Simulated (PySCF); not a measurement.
Cl₂Pb, charge +1, doublet, geometry from GFN2-xTB (such geometries of metal compounds can be far from the true shape) (a state made from the parent by changing its charge; the spin is typed, not shown lowest) (core potentials on Pb). Base run: PBE0/def2-SVP (PySCF).

The PySCF input:
```python
from pyscf import gto, scf, dft

mol = gto.M(
    atom='''
Pb    0.010156   -0.015659    0.634723
Cl    0.889491    1.051078   -1.520427
Cl   -0.938478   -0.975544   -1.541178
''',
    basis='def2-svp',
    ecp={'Pb': 'def2-svp'},
    charge=1,
    spin=1,
    verbose=4,
)

mf = dft.UKS(mol)
mf.xc = 'pbe0'
mf.kernel()
```

The base run was repeated with changes; each row names its change, and settings that it needs were set with it.

| change | ΔE vs base (µEh) | SCF cycles | <S^2> | outcome |
|---|---|---|---|---|
| base | 0.0 | 13 | 0.755 | converged |
| init_guess = vsap | - | - | - | input refused |
| diis = off; damp = 0.6 (with mf.diis_start_cycle = 200; with mf.max_cycle = 150) | 0.0 | 25 | 0.755 | converged |
| init_guess = mod_huckel | 0.0 | 13 | 0.755 | converged |
| conv_tol = 1e-7 | 0.0 | 11 | 0.755 | converged |
| conv_tol = 1e-11 | 0.0 | 15 | 0.755 | converged |
| level_shift = 0.1 (with mf.max_cycle = 100) | 0.0 | 14 | 0.755 | converged |
| conv_tol = 1e-6 | 1.8 | 9 | 0.755 | converged |
| level_shift = 0.5 (with mf.max_cycle = 100) | 0.0 | 25 | 0.755 | converged |
| init_guess = sap | 0.0 | 23 | 0.755 | converged |
| init_guess = huckel | 0.0 | 13 | 0.755 | converged |
| diis = off; damp = 0.3 (with mf.diis_start_cycle = 200; with mf.max_cycle = 150) | - | 150 | - | not converged |
| level_shift = 0.3 (with mf.max_cycle = 100) | 0.0 | 18 | 0.755 | converged |

Open shells are given as the SCF converged; they aren't shown to be the lowest states, and a large step between rows can be another state.

- init_guess = vsap: ended with `AssertionError: ECP or PP not supported`
